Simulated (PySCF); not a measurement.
# O⁻ (oxygen, charge -1): B97-3 calculation

Configuration: [He] 2s2 2p5, 2P determinant. Calculation: PySCF 2.14, in aug-cc-pCVTZ-DK with one added diffuse shell each of s, p, d, f type (8s7p5d3f, 75 functions); the spin-free X2C one-electron Hamiltonian (Gaussian nucleus).

```json
{
 "Total energy": "-75.1771 hartree",
 "One-electron energy": "-106.7375 hartree",
 "Hartree (Coulomb) energy": "40.2376 hartree",
 "Exchange-correlation energy": "-8.6771 hartree",
 "⟨S²⟩": "0.7602",
 "⟨L²⟩": "2.032",
 "Sum of ⟨r⟩": "10.48 bohr",
 "Sum of ⟨r²⟩": "21.65 bohr²",
 "Traceless quadrupole moment −½Σ⟨3z² − r²⟩ along its main axis": "1.98 e·bohr²",
 "Langevin diamagnetic susceptibility": "-17.1 ×10⁻⁶ cm³/mol"
}
```

```json
{"shell": "1s α", "electrons": "1", "mean orbital energy (eV)": "-515.68", "spread (eV)": "0", "rms radius, mean of both spins (bohr)": "0.231"}
{"shell": "1s β", "electrons": "1", "mean orbital energy (eV)": "-515.00", "spread (eV)": "0", "rms radius, mean of both spins (bohr)": "0.231"}
{"shell": "2s α", "electrons": "1", "mean orbital energy (eV)": "-16.509", "spread (eV)": "0", "rms radius, mean of both spins (bohr)": "1.31"}
{"shell": "2s β", "electrons": "1", "mean orbital energy (eV)": "-14.219", "spread (eV)": "0", "rms radius, mean of both spins (bohr)": "1.31"}
{"shell": "2p α", "electrons": "3", "mean orbital energy (eV)": "-0.415", "spread (eV)": "1.740", "rms radius, mean of both spins (bohr)": "1.90"}
{"shell": "2p β", "electrons": "2", "mean orbital energy (eV)": "1.017", "spread (eV)": "0", "rms radius, mean of both spins (bohr)": "1.90"}
```

At B97-3 the highest occupied level has a positive energy, so only the finite basis holds that electron; in a semilocal or global hybrid functional this comes from self-interaction and does not mean that the real anion is unbound.
